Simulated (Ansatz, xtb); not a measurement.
# Relaxing a trial structure of ClGaH2OSi2

The starting geometry of this gas-phase singlet was built from a drawn formula by distance geometry; its bonds are those of `O=[Si]=[Si](Cl)[GaH2]`.

```xyz
7

Cl    2.7452    1.3394    1.5579
Ga    0.6944    4.1828    0.1477
O    -1.9257   -0.0061    0.9439
Si   -0.6594    0.9300    0.8924
Si    0.9744    2.0252    0.6992
H     0.5568    4.7574   -1.1191
H    -0.4236    4.8825    1.1547
```

**Question.** Where would you expect an optimisation with r2SCAN-D4/def2-SVP to take it?

**Answer.** A new bond forms, giving a structure with Cl1 bridging Ga2 and Si5, given below by its coordinates. Distances that change by over a tenth: Cl1–Si5 (2.08 → 2.29 Å), Ga2–Si5 (2.24 → 2.52 Å), Ga2–H6 (1.40 → 1.55 Å), Si4–Si5 (1.98 → 2.31 Å). Contacts that close: Cl1–Ga2 (3.78 → 2.53 Å).

The energy falls by 2.30 eV over 25 steps:

```json
{"step": "1", "E − E(last) (eV)": "2.303"}
{"step": "4", "E − E(last) (eV)": "0.589"}
{"step": "6", "E − E(last) (eV)": "0.333"}
{"step": "9", "E − E(last) (eV)": "0.187"}
{"step": "12", "E − E(last) (eV)": "0.079"}
{"step": "14", "E − E(last) (eV)": "0.055"}
{"step": "17", "E − E(last) (eV)": "0.005"}
{"step": "20", "E − E(last) (eV)": "0.000"}
{"step": "22", "E − E(last) (eV)": "0.000"}
{"step": "25", "E − E(last) (eV)": "0.000"}
```

Final geometry (Å):

```tsv
atom	x (Å)	y (Å)	z (Å)
Cl	2.2643	2.4479	1.4571
Ga	0.4409	3.6752	0.1989
O	-2.0192	0.7951	1.3870
Si	-0.6047	1.0670	0.8594
Si	1.3385	1.3866	-0.3522
H	1.1198	4.7970	-0.6361
H	-0.5773	3.9423	1.3627
```

From the same start GFN2-xTB ends elsewhere, differing in Cl1–Si5 (2.64 against 2.29 Å here).

No frequencies were run, so the end isn't proven a minimum. Run with Ansatz 0.2.0, 47 s on 2 threads of Intel(R) Xeon(R) 6975P-C (Granite Rapids) (shared host).
